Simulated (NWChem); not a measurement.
All runs are NWChem calculations. System: ammonium (H4N (+1)), charge 1, spin multiplicity 1, at a geometry optimised with B3LYP/def2-SVP. Level: CCSD(T)/def2-SVP, 1 core orbitals frozen.

Input file:

```
start mol
memory heap 100 mb stack 700 mb global 1900 mb
charge 1
geometry units angstroms nocenter noautoz
  N      0.000000     0.000000     0.000000
  H      0.842807     0.000000     0.595954
  H     -0.842807     0.000000     0.595954
  H      0.000000     0.842806    -0.595955
  H      0.000000    -0.842806    -0.595955
  symmetry group C2v
end
basis spherical
  * library def2-svp
end
scf
  rhf
  nopen 0
  maxiter 100
  thresh 1e-7
  semidirect memsize 60000000 filesize 0
end
ccsd
  freeze core 1
  maxiter 60
end
task ccsd(t) energy
```

Part of the output:

```
             Northwest Computational Chemistry Package (NWChem) 7.3.0
             --------------------------------------------------------

                                NWChem Input Module
                                -------------------

 Scaling coordinates for geometry "geometry" by  1.889725989
 (inverse scale =  0.529177249)

 Turning off AUTOSYM since
 SYMMETRY directive was detected!

                             Geometry "geometry" -> ""
                             -------------------------

 Output coordinates in angstroms (scale by  1.889725989 to convert to a.u.)

  No.       Tag          Charge          X              Y              Z
 ---- ---------------- ---------- -------------- -------------- --------------
    1 N                    7.0000     0.00000000     0.00000000     0.00000000
    2 H                    1.0000     0.84280700     0.00000000     0.59595400
    3 H                    1.0000    -0.84280700     0.00000000     0.59595400
    4 H                    1.0000     0.00000000     0.84280600    -0.59595500
    5 H                    1.0000     0.00000000    -0.84280600    -0.59595500

 Effective nuclear repulsion energy (a.u.)      16.2380439531

            Nuclear Dipole moment (a.u.)
            ----------------------------
        X                 Y               Z
 ---------------- ---------------- ----------------
     0.0000000000     0.0000000000    -0.0000037795

      Symmetry information
      --------------------

 Group name             C2v
 Group number             16
 Group order               4
 No. of unique centers     3

      Symmetry unique atoms

     1    2    4


 Summary of "ao basis" -> "" (spherical)
 ------------------------------------------------------------------------------
       Tag                 Description            Shells   Functions and Types
 ---------------- ------------------------------  ------  ---------------------
 *                          def2-svp                  on all atoms

 Summary of "ao basis" -> "ao basis" (spherical)
 ------------------------------------------------------------------------------
[...]
task       171 out of       171 done 100%  at       0.1 secs
 commencing triples evaluation - blocking       1
 ccsd(t): done        1 out of       29 progress:    3.4%
 ccsd(t): done        2 out of       29 progress:    6.9%
 ccsd(t): done        3 out of       29 progress:   10.3%
 ccsd(t): done        4 out of       29 progress:   13.8%
 ccsd(t): done        5 out of       29 progress:   17.2%
 ccsd(t): done        6 out of       29 progress:   20.7%
 ccsd(t): done        7 out of       29 progress:   24.1%
 ccsd(t): done        8 out of       29 progress:   27.6%
 ccsd(t): done        9 out of       29 progress:   31.0%
 ccsd(t): done       10 out of       29 progress:   34.5%
 ccsd(t): done       11 out of       29 progress:   37.9%
 ccsd(t): done       12 out of       29 progress:   41.4%
 ccsd(t): done       13 out of       29 progress:   44.8%
 ccsd(t): done       14 out of       29 progress:   48.3%
 ccsd(t): done       15 out of       29 progress:   51.7%
 ccsd(t): done       16 out of       29 progress:   55.2%
 ccsd(t): done       17 out of       29 progress:   58.6%
 ccsd(t): done       18 out of       29 progress:   62.1%
 ccsd(t): done       19 out of       29 progress:   65.5%
 ccsd(t): done       20 out of       29 progress:   69.0%
 ccsd(t): done       21 out of       29 progress:   72.4%
 ccsd(t): done       22 out of       29 progress:   75.9%
 ccsd(t): done       23 out of       29 progress:   79.3%
 ccsd(t): done       24 out of       29 progress:   82.8%
 ccsd(t): done       25 out of       29 progress:   86.2%
 ccsd(t): done       26 out of       29 progress:   89.7%
 ccsd(t): done       27 out of       29 progress:   93.1%
 ccsd(t): done       28 out of       29 progress:   96.6%
 ccsd(t): done       29 out of       29 progress:  100.0%
 Time for integral evaluation pass     1        0.15
 Time for triples evaluation pass      1        0.05

 pseudo-e(mp4)  -0.38384030909398E-02
 pseudo-e(mp5)   0.74331639416633E-04
        e(t)    -0.37640714515232E-02

 --------------
 CCSD(T) Energy
 --------------
 Reference energy:                     -56.498084601081210

 CCSD corr. energy:                     -0.205563903895766
 T(CCSD) corr. energy:                  -0.003838403090940
 Total CCSD+T(CCSD) energy:            -56.707486908067914

 CCSD corr. energy:                     -0.205563903895766
 (T) corr. energy:                      -0.003764071451523
 Total CCSD(T) energy:                 -56.707412576428496

 routine      calls  cpu(0)   cpu-min  cpu-ave  cpu-max   i/o
 aoccsd          1     0.00     0.00     0.00     0.00    0.00
 iterdrv         1     0.00     0.00     0.00     0.00    0.00
 pampt           8     0.01     0.01     0.01     0.01    0.00
 t2pm            8     0.01     0.01     0.01     0.01    0.00
 sxy             8     0.04     0.04     0.04     0.04    0.00
 ints       233928     1.72     1.72     1.72     1.72    0.00
 t2eri        1368     0.12     0.12     0.12     0.12    0.00
 idx2         1368     0.04     0.04     0.04     0.04    0.00
 idx34           8     0.00     0.00     0.00     0.00    0.00
 ht2pm           8     0.02     0.02     0.02     0.02    0.00
 itm             8     0.04     0.04     0.04     0.04    0.00
 pdiis           8     0.00     0.00     0.00     0.00    0.00
 triples         1     0.00     0.00     0.00     0.00    0.00
 rdtrpo          1     0.00     0.00     0.00     0.00    0.00
 trpmos          1     0.15     0.15     0.15     0.15    0.00
 trpdrv          1     0.01     0.01     0.01     0.01    0.00
 dovvv        2320     0.02     0.02     0.02     0.02    0.00
 doooo        2320     0.00     0.00     0.00     0.00    0.00
 tengy        1856     0.01     0.01     0.01     0.01    0.00
 Total                 2.22     2.22     2.22     2.22    0.00

 Task  times  cpu:        2.5s     wall:        2.5s

 Total times  cpu:        2.6s     wall:        2.6s
```
